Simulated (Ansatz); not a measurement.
Relaxation of C3H8AlNO (14 atoms, charge 0, multiplicity 1), to a largest force component of 0.015 eV/Å in at most 40 steps.

Computed with RKS BLYP-D4/6-31G* (Ansatz 0.2.0).

```xyz
14
Properties=species:S:1:pos:R:3
N -2.484 0.721 0.909
Al -0.879 0.788 -0.053
C -0.132 -0.345 -1.499
C 1.317 -0.487 -0.781
C 1.005 0.362 0.438
O 1.068 -0.374 1.630
H -3.251 0.932 0.263
H -2.438 1.400 1.657
H 0.002 0.216 -2.406
H -0.628 -1.313 -1.574
H 1.427 -1.561 -0.492
H 2.091 -0.085 -1.381
H 1.631 1.279 0.469
H 0.909 0.263 2.394
```

Question: Where does it end, and by what steps?

Answer: It converged. After 24 steps the energy has fallen by 1.248 eV; H11 moved furthest, 0.77 Å. Joined: Al2–O6.

| step | energy less start (eV) | largest force component (eV/Å) | accepted |
| --- | --- | --- | --- |
| 0 | 0.0000 | 3.639 | yes |
| 1 | -0.9104 | 1.208 | yes |
| 2 | -1.0077 | 0.696 | yes |
| 3 | -1.0719 | 0.450 | yes |
| 4 | -0.9265 | 1.311 | no |
| 5 | -1.1030 | 0.196 | yes |
| 6 | -1.1065 | 0.207 | yes |
| 7 | -1.1105 | 0.154 | yes |
| 8 | -1.1084 | 0.248 | no |
| 9 | -1.1170 | 0.078 | yes |
| 10 | -1.1285 | 0.109 | yes |
| 11 | -1.1450 | 0.176 | yes |
| 12 | -1.1561 | 0.444 | yes |
| 13 | -1.1821 | 0.254 | yes |
| 14 | -1.1983 | 0.231 | yes |
| 15 | -1.2087 | 0.169 | yes |
| 16 | -1.2125 | 0.145 | yes |
| 17 | -1.2221 | 0.222 | yes |
| 18 | -1.2284 | 0.388 | yes |
| 19 | -1.2388 | 0.095 | yes |
| 20 | -1.2451 | 0.089 | yes |
| 21 | -1.2460 | 0.189 | yes |
| 22 | -1.2477 | 0.079 | yes |
| 23 | -1.2482 | 0.019 | yes |
| 24 | -1.2483 | 0.008 | yes |

```xyz
14
Properties=species:S:1:pos:R:3
N -2.312 1.102 0.894
Al -0.822 0.470 0.103
C -0.113 -0.602 -1.411
C 1.328 -0.204 -0.886
C 1.108 0.574 0.429
O 0.482 -0.565 1.356
H -3.250 0.748 0.702
H -2.372 1.999 1.376
H -0.285 -0.265 -2.445
H -0.289 -1.689 -1.373
H 1.982 -1.088 -0.745
H 1.829 0.483 -1.591
H 1.998 0.974 0.929
H 0.355 -0.141 2.235
```

Run time: 70 s on 2 threads of Arm Neoverse V2 (shared host), peak memory 0.16 GiB.
